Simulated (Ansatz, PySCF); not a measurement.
Isomers of C2H4Cl2: 1 is ClCCCl, 2 is C(C)(Cl)Cl; one conformer of each (the lowest of an xTB search), B3LYP-D3(BJ)/def2-TZVP minima.
Isomer 1 (charge 0, multiplicity 1, Z-matrix in Å and degrees):
```
C
H 1 1.0861
H 1 1.0861 2 109.78
C 1 1.5102 2 111.61 3 -124.29
H 4 1.0861 1 111.61 2 -56.74
H 4 1.0861 5 109.78 1 124.29
Cl 4 1.8044 5 107.26 6 116.23
Cl 1 1.8044 2 107.26 3 116.23
```
Isomer 2 (charge 0, multiplicity 1, Z-matrix in Å and degrees):
```
C
H 1 1.0842
C 1 1.5083 2 112.86
H 3 1.0888 1 110.46 2 180.00
H 3 1.0903 4 109.02 1 -120.45
H 3 1.0903 4 109.02 5 -119.09
Cl 1 1.7967 2 105.83 3 121.45
Cl 1 1.7967 2 105.83 3 -121.45
```

No zero-point or thermal terms.

Cores are frozen in the correlated methods. CBS: X⁻³ extrapolation of the correlation energy, Hartree–Fock from the larger set. Rows in 6-31G* carry no dispersion term and start afresh at each structure (6-31G* with six Cartesian d functions). MP2/6-31G* freezes PySCF's default core.

The values were computed with Ansatz (Gaussian orbitals); PySCF for 6-31G* rows. Each number belongs to the level named beside it.

Q: Give the electronic energy of isomer 2 less that of isomer 1 at the level MP2/6-31G*.

A: 0.5 kcal/mol

Ansatz is a program for electronic structure.
